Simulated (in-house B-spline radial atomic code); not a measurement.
Settings and results of a run for Te2+. Level of theory: non-relativistic PBE0, spin-polarised, spherical fractional occupations, point nucleus, inside a hard spherical wall at 7.07 bohr; calculated with an all-electron radial atomic-structure program (B-spline basis).

Command:
```bash
python run_scf.py task.json out
```
Settings:
```
Z                52
configuration    [Kr] 4d10 5s2 5p1 5f1
hamiltonian      nr
method           pbe0
spin_polarised   True
wall_radius      7.07
```

Output (hartree, bohr):
```
 radial grid: 47 intervals, B-splines of order 8, outer radius 7.07 bohr

 iter        energy (Eh)    residual
    1       -6604.485301    6.49e-01
    2       -6608.231186    3.71e-01
    3       -6611.798576    6.41e-02
    4       -6611.919746    1.84e-02
    5       -6611.924259    7.97e-03
    6       -6611.925839    1.64e-03
    7       -6611.925877    2.88e-04
    8       -6611.925877    2.15e-05
    9       -6611.925877    4.42e-06
   10       -6611.925877    1.95e-07

 total energy                     -6611.92588
 kinetic                            6610.2167
 electron-nucleus                 -15667.4041
 Hartree                            2615.5627
 exact exchange                      -41.9805
 exchange-correlation               -128.3207

 orbital      occ     eigenvalue          <r>       <r^2>       <1/r>       r_max
 1s up      1.000     -1121.3042    0.0292386   0.0011434     51.4717     0.01937
 1s down    1.000     -1121.3027    0.0292385   0.0011434     51.4718     0.01937
 2s up      1.000      -169.3534     0.125974   0.0186355     11.8017       0.107
 2s down    1.000      -169.3530     0.125973   0.0186354     11.8017       0.107
 2p up      3.000      -158.8727     0.107382   0.0140173     11.8042     0.08373
 2p down    3.000      -158.8716     0.107383   0.0140174     11.8042     0.08373
 3s up      1.000       -34.6054     0.335213    0.128221     4.29484      0.3053
 3s down    1.000       -34.6027       0.3352    0.128209     4.29497      0.3053
 3p up      3.000       -30.2096     0.325913    0.123003     4.21675      0.2919
 3p down    3.000       -30.2065     0.325903    0.122995     4.21683      0.2919
 3d up      5.000       -22.0723     0.296694    0.104068      4.0794      0.2385
 3d down    5.000       -22.0701      0.29667    0.104048     4.07964      0.2385
 4s up      1.000        -6.6296     0.794792    0.713235     1.73071      0.7279
 4s down    1.000        -6.6193     0.794453    0.712474     1.73118      0.7279
 4p up      3.000        -5.0950     0.834657    0.793611     1.62517        0.75
 4p down    3.000        -5.0833     0.834061    0.792207     1.62594        0.75
 4d up      5.000        -2.4927     0.962816     1.08567     1.37352      0.8082
 4d down    5.000        -2.4772     0.958849     1.07527     1.37791      0.8076
 5s up      1.000        -1.2755      2.03927     4.65643    0.629931       1.828
 5s down    1.000        -1.2146      2.04395     4.69091    0.630448       1.819
 5p up      1.000        -0.8757      2.34295     6.17421    0.543053       2.069
 5f up      1.000         0.1108      3.46081     15.6145    0.462549       5.266
```

Run time, properties included: 0.1 s on 1 thread of Intel(R) Xeon(R) 6975P-C, on a shared host.

Caution: exact exchange at fractional occupations of open shells leaves self-interaction of up to several eV.
